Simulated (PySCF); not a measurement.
**Atomic charges against the basis set**

Compound: C3H8FNSi.
Atom-mapped SMILES: `[F:1][CH2:2][CH2:3]/[CH:4]=[N:5]\[SiH3:6]` (hydrogens: H7, H8 on C2; H9, H10 on C3; H11 on C4; H12, H13, H14 on Si6)

PBE0 throughout (PySCF), one geometry, spherical d and f functions. One conformer (not necessarily the lowest) at the PBE0-D3(BJ)/def2-SVP geometry, without solvent, vibrations or thermal averaging. Atoms taken as equivalent share a column and are averaged. The first 7 of 10 kinds of atom are listed.

Mulliken charges (e):

```
        basis  functions      F1      C2      C3      C4      N5     Si6   H7/H8
       STO-3G         42  -0.114  -0.035  -0.178  +0.030  -0.404  +0.639  +0.076
        6-31G         74  -0.342  +0.019  -0.448  +0.101  -0.601  +0.670  +0.173
     pcSseg-0         74  -0.387  -0.010  -0.680  +0.159  -0.809  +0.694  +0.236
       6-31G*        104  -0.338  +0.037  -0.452  +0.091  -0.461  +0.443  +0.168
      cc-pVDZ        128  -0.241  +0.196  -0.122  +0.093  -0.305  +0.310  +0.044
     def2-SVP        128  -0.278  +0.231  -0.116  +0.034  -0.330  +0.446  +0.044
  aug-cc-pVDZ        214  -0.458  +0.877  +0.583  +0.475  -0.509  -0.512  -0.216
6-311+G(2d,p)        218  -0.255  -0.113  -0.260  -0.020  -0.442  +0.567  +0.147
    def2-TZVP        240  -0.227  +0.002  -0.155  -0.056  -0.275  +0.225  +0.109
      cc-pVTZ        296  -0.224  +0.116  -0.193  -0.003  -0.256  +0.218  +0.066
     IGLO-III        299  -0.267  +0.024  -0.194  +0.022  -0.523  +0.867  +0.116
```

IAO charges (e):

```tsv
basis	functions	F1	C2	C3	C4	N5	Si6	H7/H8
STO-3G	42	-0.141	-0.090	-0.309	-0.019	-0.420	+0.706	+0.122
6-31G	74	-0.305	+0.011	-0.326	+0.046	-0.482	+0.553	+0.149
pcSseg-0	74	-0.296	+0.014	-0.337	+0.049	-0.480	+0.550	+0.146
6-31G*	104	-0.314	+0.050	-0.314	+0.078	-0.528	+0.695	+0.136
cc-pVDZ	128	-0.317	+0.049	-0.313	+0.075	-0.521	+0.686	+0.137
def2-SVP	128	-0.318	+0.055	-0.309	+0.077	-0.520	+0.703	+0.135
aug-cc-pVDZ	214	-0.332	+0.047	-0.317	+0.075	-0.535	+0.689	+0.144
6-311+G(2d,p)	218	-0.333	+0.046	-0.319	+0.077	-0.546	+0.725	+0.145
def2-TZVP	240	-0.331	+0.050	-0.320	+0.079	-0.547	+0.734	+0.143
cc-pVTZ	296	-0.329	+0.049	-0.320	+0.078	-0.542	+0.719	+0.143
IGLO-III	299	-0.333	+0.047	-0.321	+0.077	-0.548	+0.733	+0.145
```

Q: Which scheme is steadiest as the basis changes?

A: Largest range over the bases for any column: IAO 0.19 e, Mulliken 1.38 e. IAO charges move least and Mulliken charges most, counted in e. Without the minimal STO-3G basis the ranges are IAO 0.18, Mulliken 1.38 e.

Q: How much do the charges still move between the two largest bases, cc-pVTZ and IGLO-III?

A: At most, over all atoms: Mulliken 0.649 e, IAO 0.014 e.

Q: What do the same runs give for the total energy, the frontier levels and the dipole moment?

A: 
| basis | energy (Eh) | HOMO (eV) | LUMO (eV) | μ (D) |
| --- | --- | --- | --- | --- |
| STO-3G | -555.8517 | -3.75 | 2.97 | 1.93 |
| 6-31G | -562.6322 | -6.56 | -0.50 | 2.77 |
| pcSseg-0 | -561.7792 | -6.70 | -0.72 | 2.76 |
| 6-31G* | -562.7431 | -6.74 | -0.55 | 2.26 |
| cc-pVDZ | -562.7787 | -6.77 | -0.66 | 2.13 |
| def2-SVP | -562.4755 | -6.84 | -0.75 | 2.26 |
| aug-cc-pVDZ | -562.8024 | -6.93 | -0.92 | 2.25 |
| 6-311+G(2d,p) | -562.8661 | -6.99 | -0.95 | 2.32 |
| def2-TZVP | -562.8915 | -6.96 | -0.90 | 2.22 |
| cc-pVTZ | -562.8819 | -6.92 | -0.84 | 2.18 |
| IGLO-III | -562.8980 | -6.98 | -0.93 | 2.26 |

The dipole is fixed by the density alone, so its range of 0.84 D shows that the density itself changes with the basis, not only its division among atoms.
